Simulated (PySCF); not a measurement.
Species: H8NPSi2.
Z-matrix (Å and degrees, GFN2-xTB geometry), rows numbered from 1:
```
N 
Si  1  1.7223
Si  2  2.3154  1  106.15
P   3  2.2479  2  110.32  1   -13.47
H   1  1.0072  2  120.21  3  -178.25
H   1  1.0084  2  119.30  3    40.79
H   2  1.4749  1  114.49  3  -123.15
H   2  1.4656  1  103.94  3   121.52
H   3  1.4714  2  113.87  1   110.66
H   3  1.4702  2  114.16  1  -129.09
H   4  1.3804  3   96.15  2   155.26
H   4  1.3815  3   95.10  2    62.38
```

Level of theory: wB97X-D/def2-SVPD in PySCF (dipole) on a GFN2-xTB geometry, gas phase.

Masses are those of the commonest isotopes; rigid-rotor values at the optimised geometry. The values belong to one conformer with, in the numbering `[NH2:1][SiH2:2][SiH2:3][PH2:4]`, H–N1–Si2–Si3 -178° and 41°, N1–Si2–Si3–P4 -13°, Si2–Si3–P4–H 155° and 62°.

Task: Give the principal moments of inertia and the rotational constants in cm⁻¹.

Result: Ia = 100.68, Ib = 278.09, Ic = 363.00 u·Å²; 505379 MHz·u·Å²/I gives 5020, 1817 and 1392 MHz, that is A = 0.16744, B = 0.06062, C = 0.04644 cm⁻¹.

Task: What kind of rotor is it?

Result: An asymmetric top. Ray's parameter κ = (2B − A − C)/(A − C) = -0.766; −1 is the prolate and +1 the oblate limit.

Task: Is it planar, by Δ = Ic − Ia − Ib?

Result: Not planar: Δ = Ic − Ia − Ib = -15.77 u·Å². For a rigid frame Δ = −2 Σ m c², so Σ m c² = 7.89 u·Å² lies off the ab plane: 7.13 from hydrogen and 0.75 from heavier atoms. The atom farthest from that plane is 1.33 Å away.

Task: Give the other two planar moments, Paa and Pbb, and the rms extents of the mass along the axes.

Result: Paa = Σ m a² = (Ib + Ic − Ia)/2 = 270.20 and Pbb = Σ m b² = (Ia + Ic − Ib)/2 = 92.79 u·Å². With the mass M = 108.99 u, the rms extents √(P/M) along a, b and c are 1.57, 0.92, 0.27 Å.

Task: Where do the levels up to J = 4 lie, in cm⁻¹?

Result: Above 0(0,0):
J = 1: 1(0,1) 0.1071, 1(1,1) 0.2139, 1(1,0) 0.2281
J = 2: 2(0,2) 0.3199, 2(1,2) 0.4138, 2(1,1) 0.4564, 2(2,1) 0.7768, 2(2,0) 0.7781
J = 3: 3(0,3) 0.6358, 3(1,3) 0.7129, 3(1,2) 0.7979, 3(2,2) 1.0980, 3(2,1) 1.1045, 3(3,1) 1.6683, 3(3,0) 1.6684
J = 4: 4(0,4) 1.0515, 4(1,4) 1.1104, 4(1,3) 1.2516, 4(2,3) 1.5252, 4(2,2) 1.5443, 4(3,2) 2.0990, 4(3,1) 2.0995, 4(4,1) 2.8941, 4(4,0) 2.8942

Task: Predict some low-J microwave lines.

Result: The dipole components are |μa| = 0.59 D, |μb| = 0.54 D, |μc| = 0.10 D. Intensities carry the squares of the components, which stand as 1.00 : 0.84 : 0.03 (a : b : c). Some lines, for components of 0.1 D or more:

```json
{"type": "a", "branch": "Q", "J(Ka,Kc)": "2(1,1) ← 2(1,2)", "MHz": "1275", "lower level (cm⁻¹)": "0.414"}
{"type": "b", "branch": "R", "J(Ka,Kc)": "2(0,2) ← 1(1,1)", "MHz": "3177", "lower level (cm⁻¹)": "0.214"}
{"type": "a", "branch": "R", "J(Ka,Kc)": "1(0,1) ← 0(0,0)", "MHz": "3210", "lower level (cm⁻¹)": "0.000"}
{"type": "b", "branch": "Q", "J(Ka,Kc)": "1(1,0) ← 1(0,1)", "MHz": "3627", "lower level (cm⁻¹)": "0.107"}
{"type": "b", "branch": "Q", "J(Ka,Kc)": "2(1,1) ← 2(0,2)", "MHz": "4092", "lower level (cm⁻¹)": "0.320"}
{"type": "a", "branch": "R", "J(Ka,Kc)": "2(1,2) ← 1(1,1)", "MHz": "5994", "lower level (cm⁻¹)": "0.214"}
{"type": "a", "branch": "R", "J(Ka,Kc)": "2(0,2) ← 1(0,1)", "MHz": "6380", "lower level (cm⁻¹)": "0.107"}
{"type": "b", "branch": "R", "J(Ka,Kc)": "1(1,1) ← 0(0,0)", "MHz": "6412", "lower level (cm⁻¹)": "0.000"}
{"type": "a", "branch": "R", "J(Ka,Kc)": "2(1,1) ← 1(1,0)", "MHz": "6844", "lower level (cm⁻¹)": "0.228"}
{"type": "b", "branch": "R", "J(Ka,Kc)": "2(1,2) ← 1(0,1)", "MHz": "9196", "lower level (cm⁻¹)": "0.107"}
{"type": "b", "branch": "Q", "J(Ka,Kc)": "2(2,0) ← 2(1,1)", "MHz": "9647", "lower level (cm⁻¹)": "0.456"}
{"type": "b", "branch": "R", "J(Ka,Kc)": "2(2,1) ← 1(1,0)", "MHz": "16451", "lower level (cm⁻¹)": "0.228"}
```

Stationary, but not proved a minimum. No vibrational averaging or centrifugal distortion is included, and the geometry carries the error of its method. A rigid rotor knows nothing of inversion at nitrogen, which can split or shift real lines. Quadrupole hyperfine structure (14N) is left out.
